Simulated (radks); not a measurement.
Problem. Radial electron density D(r) = 4 pi r^2 rho(r) of an atom or ion with 23 electrons. Method: scalar-relativistic Kohn-Sham, LDA (Slater exchange, Perdew-Wang correlation), spin-polarised, spherical densities, finite nucleus; Fermi nuclear charge, rms radius of each element as measured or else 0.836 A^(1/3) + 0.57 fm; computed with a radial shooting solver on a logarithmic mesh with Libxc functionals.

r (bohr),D(r) (e/bohr),spin D(r)
0.003613,2.221,-0.000197
0.004557,3.319,-0.000294
0.005793,4.955,-0.000438
0.007306,7.170,-0.000633
0.009287,10.27,-0.000905
0.01171,14.13,-0.00124
0.01477,18.77,-0.00164
0.01878,24.05,-0.00210
0.02368,28.94,-0.00252
0.02986,32.59,-0.00283
0.03796,33.99,-0.00292
0.04788,32.63,-0.00242
0.06038,29.52,-0.0000439
0.07676,27.07,0.00941
0.0968,28.14,0.0400
0.1231,33.11,0.133
0.1552,37.89,0.360
0.1957,37.18,0.848
0.2488,29.03,1.78
0.3138,19.48,3.14
0.3957,15.59,4.76
0.503,17.88,6.08
0.6344,19.40,6.27
0.8,15.67,5.18
1.017,8.751,3.29
1.283,3.462,1.60
1.63,0.8893,0.531
2.056,0.1558,0.116
2.593,0.01650,0.0145

What is the nuclear charge?

Solution. Z = 28. The innermost maximum, from 1s, lies near gamma/Z bohr with gamma = sqrt(1 - (Z/c)^2) = 0.979, here 0.035 bohr (found: 0.0377), and its height grows with Z. The density is that of the nickel ion Ni5+ in [Ar] 3d5; the configuration itself is not fixed sharply by these data, and Z only to about a unit. D(r) has 3 maxima, at r = 0.0377, 0.171, 0.609 bohr, and minima at 0.0812, 0.399 bohr, inside which lie 2.10, 10.77 electrons.
